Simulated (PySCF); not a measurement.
C3H7NOSi, SMILES N#CCCO[SiH3].

Coordinates come from a r2SCAN-D4/def2-SVP optimisation. One conformer was computed; it need not be the lowest.

All values below come from TDDFT-B3LYP/def2-SVPD (PySCF).

Vertical excitations. Isolated molecule, no solvent. State labels are in the subgroup Cs.

```
state  symmetry  energy (eV)  λ (nm)      f                                                                      main pairs
-----  --------  -----------  ------  -----  ------------------------------------------------------------------------------
S1           A"         6.89     180  0.001                                                                  HOMO→LUMO 98 %
S2           A"         7.54     164  0.003     HOMO−2→LUMO+1 40 %, HOMO−2→LUMO+3 20 %, HOMO→LUMO+1 18 %, HOMO−1→LUMO+2 8 %
S3           A"         7.56     164  0.010                                                                HOMO→LUMO+1 79 %
S4           A'         7.68     161  0.012                                              HOMO−1→LUMO 80 %, HOMO−3→LUMO 17 %
S5           A'         7.82     159  0.014    HOMO−2→LUMO+2 39 %, HOMO−1→LUMO+1 34 %, HOMO−1→LUMO+3 8 %, HOMO−3→LUMO+1 8 %
S6           A"         7.88     157  0.001                      HOMO−1→LUMO+2 52 %, HOMO−3→LUMO+2 25 %, HOMO−2→LUMO+1 12 %
S7           A"         7.95     156  0.007                                              HOMO→LUMO+3 64 %, HOMO→LUMO+4 24 %
S8           A"         8.06     154  0.029                                              HOMO→LUMO+4 68 %, HOMO→LUMO+3 30 %
S9           A'         8.13     153  0.023                                                                HOMO→LUMO+2 97 %
S10          A"         8.21     151  0.000                                                                HOMO−2→LUMO 91 %
T1           A'         6.22     199      0  HOMO−2→LUMO+2 38 %, HOMO−1→LUMO+1 14 %, HOMO−3→LUMO+1 11 %, HOMO−1→LUMO+3 11 %
T2           A"         6.60     188      0                                                                  HOMO→LUMO 94 %
T3           A"         6.76     183      0  HOMO−2→LUMO+1 31 %, HOMO−2→LUMO+3 21 %, HOMO−1→LUMO+2 19 %, HOMO−3→LUMO+2 15 %
T4           A'         6.78     183      0    HOMO−2→LUMO+2 53 %, HOMO−1→LUMO+1 12 %, HOMO−1→LUMO+3 8 %, HOMO−3→LUMO+1 8 %
```
Triplets are in the Tamm–Dancoff approximation, which puts them higher than full response would, so one can lie above its singlet here.
